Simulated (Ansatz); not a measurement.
Abridged output of a molecular run in Ansatz:

```
Functional definition: HF
1761 factors; integrals over basis functions are off by at most 1.1e-3 eV
mean field evaluation 1: about -16319.6019 eV, gradient 4.4e1 eV
mean field evaluation 2: about -16319.8098 eV, gradient 4.4e1 eV
mean field evaluation 4: about -16324.3451 eV, gradient 4.6e0 eV
mean field evaluation 8: about -16324.4211 eV, gradient 2.0e-1 eV
mean field -16324.42133170 eV, -599.9114188498 hartree, gradient 5.7e-6 eV, S^2 0.000000; 0 other end points of the search recorded, 0 dependent functions left out
11 core orbitals not correlated: weight in the atoms' cores, before any rotation towards them, 1.000 or more for the frozen orbitals, at most 0.000 for the correlated occupied ones
reference -16324.42133170 eV, -599.9114188498 hartree; 18, 18 occupied and 251, 251 virtual orbitals, 1761 factors
second order -23.37610601 eV of doubles, -0.00000000 eV of singles
cycle   1  -23.85427870 eV  change   -4.8e-1 eV  update   1.1e-1
cycle   2  -24.50467919 eV  change   -6.5e-1 eV  update   3.2e-2
cycle   3  -24.60354533 eV  change   -9.9e-2 eV  update   1.5e-2
cycle   4  -24.59377487 eV  change    9.8e-3 eV  update   3.5e-3
cycle   5  -24.59210515 eV  change    1.7e-3 eV  update   1.4e-3
cycle   6  -24.59213791 eV  change   -3.3e-5 eV  update   3.5e-4
cycle   7  -24.59198687 eV  change    1.5e-4 eV  update   1.3e-4
cycle   8  -24.59198792 eV  change   -1.0e-6 eV  update   4.5e-5
cycle   9  -24.59200191 eV  change   -1.4e-5 eV  update   1.9e-5
perturbative correction -0.82819608 eV, -0.0304356447 hartree
Total energy: -16349.84152969 eV, -600.8455938956 hartree
```

Its atoms:

```xyz
13

C     0.067    1.074   -1.422
Si   -0.562   -0.658   -1.119
N    -0.563   -0.957    0.573
Sn    0.563   -0.058    1.994
H    -0.555    1.817   -0.917
H     0.054    1.294   -2.493
H     1.098    1.195   -1.078
H     0.298   -1.612   -1.886
H    -1.943   -0.810   -1.664
H    -1.014   -1.801    0.894
H     0.329   -0.974    3.413
H     0.022    1.549    2.189
H     2.204   -0.058    1.515
```

Question: Which basis set was used?
A. def2-SVP
B. cc-pV(Q+d)Z
C. def2-TZVPP
D. def2-QZVPP

Answer: C. It gives 280 functions.

Question: Write the keys of the input that set method, charge and spin (a neutral closed shell needs none for the last two).

Answer: 
```yaml
correlation: {method: ccsd_t}
```
